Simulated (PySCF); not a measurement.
# Solvent effects on NMR parameters

Geometry:
```
atom   x (Å)   y (Å)   z (Å)
  O1   2.898   0.861  -1.456
  S2   2.156  -0.363  -1.238
  O3   2.414  -1.574  -1.981
  O4   2.264  -0.754   0.331
  C5   0.382  -0.001  -1.365
  C6  -0.454  -1.254  -1.208
  C7  -1.915  -0.855  -1.140
  O8  -2.132   0.138  -0.157
  B9  -1.143   0.987   0.197
 O10   0.097   0.958  -0.392
 H11   2.334   0.075   0.832
 H12   0.283   0.435  -2.376
 H13  -0.158  -1.762  -0.275
 H14  -0.261  -1.945  -2.039
 H15  -2.263  -0.472  -2.115
 H16  -2.542  -1.722  -0.886
 H17  -1.338   1.807   1.054
```

GIAO PBE0/pcSseg-1 in PySCF 2.14.0 with density-fitted response routines on one PBE0-D3(BJ)/def2-SVP conformer, non-relativistic, equivalent nuclei averaged. Solvents enter as an IEF-PCM continuum (chloroform with ε = 4.7) around the gas-phase geometry. Shifts are referred to CS2, TMS, BF3·OEt2 computed in the same medium.

Gas phase, δ in ppm: S2 325.8, C5 88.3, C7 61.5, C6 29.2, B9 24.1, H11 4.71, H12 4.54, H17 4.20, H16 4.11, H15 3.99, H14 2.16, H13 2.09. Dipole moment 3.33 D.

Problem. How does each δ change in the continuum?

Solution. 
```
atoms                                              environment  Δδ, chloroform
   S2                                          sulfonyl sulfur            +4.1
   C5                                 sp3 CH bonded to O and S            +1.9
   C7                                      sp3 CH2 bonded to O            +0.9
   C6                                        sp3 CH2 in a ring            +0.4
   B9             boron bonded to 2 O, H, in a 6-membered ring            +0.3
  H11                        hydrogen on an oxygen bonded to S           +0.68
  H12                  hydrogen on an sp3 CH bonded to O and S           +0.38
  H17  hydrogen on a boron bonded to 2 O, in a 6-membered ring           -0.07
  H16                       hydrogen on an sp3 CH2 bonded to O           +0.13
  H15                       hydrogen on an sp3 CH2 bonded to O           +0.19
  H14                         hydrogen on an sp3 CH2 in a ring           +0.11
  H13                         hydrogen on an sp3 CH2 in a ring           +0.07
```

Changes are relative to the gas phase. The dipole moment becomes 3.88 D in chloroform.

Problem. Which nuclei move most (in ppm), and what does the model miss?

Solution. S2 (sulfonyl sulfur, +4.1 ppm) in chloroform. A continuum only polarises the solute; specific hydrogen bonds, the anisotropy of aromatic solvents and changes of geometry or conformer are outside it.
